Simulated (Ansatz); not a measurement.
Species, as SMILES: [F][Ga] (F-Ga) (closed-shell singlet).
Atoms: Ga1, F2. Bonds: Ga1-F2.

Basis-set convergence of the optimised Ga1-F2 bond length at PBE with Ansatz (a quantum-chemistry and plane-wave program). All functions are spherical. The program fits the integrals of some runs and decomposes those of others, by size. No added dispersion term, no relativity. Reference: the value in pcseg-4, 1.8073 Å, itself unsure by roughly 0.0006 Å (its mean distance from aug-pcseg-3, aug-cc-pVQZ, cc-pV5Z). Deviations are taken from unrounded values.

| basis | functions |
|---|---|
| pcseg-0 | 31 |
| pcseg-1 | 41 |
| aug-pcseg-1 | 59 |
| pcseg-2 | 73 |
| aug-pcseg-2 | 105 |
| pcseg-3 | 128 |
| aug-pcseg-3 | 178 |
| pcseg-4 | 212 |

Problem. Which is the smallest pcseg set listed that can be trusted to 0.01 Å here, that is, within that of the reference together with its larger relatives (same family, alike in diffuse functions; a set with none to test it counts only in the reference's own line)?

Solution. The smallest set listed that lies within 0.01 Å of the reference with all its larger relatives (same family, alike in diffuse functions; a set with none counts only in the reference's own line) is pcseg-2 (73 functions, 0.0038 Å off). Value minus reference: pcseg-0 -0.0195, pcseg-1 0.0242, aug-pcseg-1 0.0349, pcseg-2 0.0038, aug-pcseg-2 0.0046, pcseg-3 0.0006, aug-pcseg-3 0.0006, pcseg-4 0.0000 Å.
